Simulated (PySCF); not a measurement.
**Gas-phase XPS of `[SiH3][O][GeH2][SH]`, computed**

GeH6OSSi.
Atom-mapped SMILES: `[SiH3:1][O:2][GeH2:3][SH:4]`

Computed, not measured: delta-SCF UKS SCAN, pcX-2 on the ionised atom, pcseg-1 elsewhere, spin-free X2C (PySCF). These are vertical core ionisation energies against the vacuum level, from separate self-consistent calculations with and without the core hole.

Give the core binding energies atom by atom.

```json
{"atom(s)": "Si1", "bonded to": "O and 3 H", "level": "Si 2p3/2", "binding energy (eV)": "107.31", "2p1/2 (eV)": "107.94", "count": "1"}
{"atom(s)": "Si1", "bonded to": "O and 3 H", "level": "Si 1s", "binding energy (eV)": "1847.23", "2p1/2 (eV)": "–", "count": "1"}
{"atom(s)": "O2", "bonded to": "Ge and Si", "level": "O 1s", "binding energy (eV)": "537.43", "2p1/2 (eV)": "–", "count": "1"}
{"atom(s)": "S4", "bonded to": "H and Ge", "level": "S 1s", "binding energy (eV)": "2477.25", "2p1/2 (eV)": "–", "count": "1"}
```

Express the binding energy of S 1s of S4 in atomic units and per mole.

2477.25 eV = 91.0373 Eh = 239018 kJ/mol.

Which effective nuclear charge Zeff reproduces each element's mean 1s value in the hydrogen-like formula E = 13.606 eV × Zeff²?

O (Z = 8): mean 537.4 eV, Zeff = 6.28, Z − Zeff = 1.72; Si (Z = 14): mean 1847.2 eV, Zeff = 11.65, Z − Zeff = 2.35; S (Z = 16): mean 2477.2 eV, Zeff = 13.49, Z − Zeff = 2.51. Means run over the listed sites, weighted by atom count.

Not every level is listed. Spin–orbit coupling isn't in the SCF: each 2p doublet comes from a relaxed spin-free hole plus a matrix of the shell (mean-field spin–orbit coupling and the ground-state 2p splitting), with 2p3/2 averaged over its two sublevels. 2p1/2 minus 2p3/2 (ligand field included): Si 0.62 eV. No level of germanium is listed. The structure is a single PBE0-D3(BJ)/def2-SVP conformer in the gas phase; no vibrational or solvent corrections.

On an Arm Neoverse V1 with one thread, no GPU (shared host), this took 27 s of wall time.

Shape of the structure used: `[SiH3:1][O:2][GeH2:3][SH:4]`: Si1–O2–Ge3–S4 27°, H–S4–Ge3–O2 71°.
